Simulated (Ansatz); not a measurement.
Job for Ansatz (a program for electronic structure): U-CCSD(T)/def2-TZVPP on NaB-, 2S+1 = 4, a spin state set in the input, which need not be the lowest, a point of a bond scan (R = 2.638 Å). Charge -1.

Ansatz 0.2 input:
```yaml
crystal:
  periodic: [false, false, false]
  atoms:
    - {symbol: B, position_ang: [0.00000000, 0.00000000, 0.00000000]}
    - {symbol: Na, position_ang: [0.00000000, 0.00000000, 2.63774500]}
basis:
  gaussian:
    orbitals: def2-TZVPP
total_charge: -1
magnetization: {spin_polarized: true, initial_magnetization: 3}
correlation: {method: ccsd_t, electrons: valence}
output: {orbitals: {seedname: ./end}}
```

Task: Give the final energy of this run.

Result: -186.6633 hartree (reference determinant -186.4094, T1 diagnostic 0.015).

Task: How many basis functions does it have, and what does it roughly cost on one machine?

Result: 63 functions; around 50 core-seconds (rough).
